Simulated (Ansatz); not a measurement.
Cartesian coordinates in Å:
```
C 1.2703 -1.1138 0.4272
Si -0.2167 -0.0037 0.5312
O -1.6019 -0.8417 0.8073
Si -0.6032 1.2959 -1.3736
Cl 0.1264 1.2877 2.1213
H 2.1737 -0.5298 0.2374
H 1.4119 -1.6593 1.3642
H 1.1477 -1.8385 -0.3817
H -1.6804 -1.3352 1.6262
H -0.8736 0.4271 -2.5514
H 0.6078 2.1128 -1.6559
H -1.7621 2.1985 -1.1521
```

Total charge 0; spin multiplicity 1.

Q: List the ωB97M-V/def2-TZVPP orbital energies in eV (the Gaussian-basis code of Ansatz). (Best estimate.)

A: Computed: Occupied: -2771.65, -1808.13, -1806.78, -526.41, -281.24, -262.07, -199.52, -199.42, -199.41, -149.04, -147.92, -103.21, -103.15, -103.11, -102.02, -102.02, -102.02, -31.18, -25.59, -22.62, -18.78, -17.46, -15.48, -14.40, -14.25, -13.49, -13.15, -12.25, -12.12, -11.77, -11.64, -11.34, -9.98. Lowest empty: 1.77, 1.96, 2.35, 2.52, 3.23, 3.62, 3.86, 4.00.
